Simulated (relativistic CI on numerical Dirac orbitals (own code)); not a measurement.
## Cr3+ (3d3) in a crystal field

Calculated by Dirac-Coulomb-Breit CI, separate exchange-only KLI orbitals for each configuration, model QED (radiative potential, 1s self-energy scaled to tabulated hydrogen-like ionisation energies), valence Slater integrals scaled by 0.8, one configuration in a parametric crystal field (own radial code).

Field parameters in Wybourne normalisation: Oh B⁴₀ = 21Dq, B⁴₄ = √(5/14) B⁴₀. The field is a parameter set, without covalency.

S is read from ⟨S²⟩ = S(S + 1).

Powder χT (cm³ K mol⁻¹) by Van Vleck's formula, with temperature-independent terms:

```
                Field   2 K   5 K  10 K  20 K  50 K  100 K  200 K  300 K
 Oh, 10Dq = 4100 cm⁻¹  1.58  1.58  1.58  1.59   1.6   1.63   1.68   1.73
 Oh, 10Dq = 7400 cm⁻¹  1.71  1.71  1.71  1.72  1.72   1.74   1.77   1.79
Oh, 10Dq = 10700 cm⁻¹  1.76  1.76  1.76  1.77  1.77   1.78    1.8   1.82
Oh, 10Dq = 14050 cm⁻¹  1.79  1.79  1.79  1.79   1.8    1.8   1.82   1.83
Oh, 10Dq = 17300 cm⁻¹  1.81  1.81  1.81  1.81  1.81   1.82   1.83   1.84
Oh, 10Dq = 20600 cm⁻¹  1.82  1.82  1.82  1.82  1.82   1.83   1.84   1.85
Oh, 10Dq = 23950 cm⁻¹  1.83  1.83  1.83  1.83  1.83   1.84   1.84   1.85
Oh, 10Dq = 27250 cm⁻¹  1.83  1.83  1.83  1.83  1.84   1.84   1.85   1.86
```

(1) For Oh, 10Dq = 4100 cm⁻¹: what effective moment follows at 300 K?

## Answers

(1) μ_eff = √(8χT) = 3.72 μB. The ground level has S = 1.50; the spin-only moment for S = 3/2 is 3.88 μB. The difference comes from the orbital moment, spin-orbit mixing of terms and temperature-independent paramagnetism, all larger in this ionic model than in covalent complexes.
